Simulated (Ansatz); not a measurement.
Basis-set extrapolation for C3H9BSi, SMILES `CC1([SiH3])BC1` (PBE0-D4/def2-TZVP geometry, frozen core, Ansatz). Multiplicity 1, RHF reference.

```tsv
	def2-TZVPP	def2-QZVPP
HF	-432.460514	-432.476190
MP2 correlation	-0.737445	-0.784603
CCSD(T) correlation	-0.827729	not run
```

Energies in hartree. Use E(X) = E(∞) + A·exp(−7.88·√X) for Hartree–Fock and E(X) = E(∞) + B·X^(−2.97) for correlation, with X = 3 and 4, and add CCSD(T) minus MP2 of the smaller set to the MP2 limit.

Task: What is the CCSD(T) energy at the basis-set limit?

Result: HF limit: -432.476190 + (-0.015676) × 0.13774 = -432.47835. MP2 limit: -0.784603 + (-0.047158) × 0.74074 = -0.81953. Higher-order term: -0.827729 − (-0.737445) = -0.09028. Total: -433.38816 hartree, 262.3 kJ/mol below CCSD(T)/def2-TZVPP.
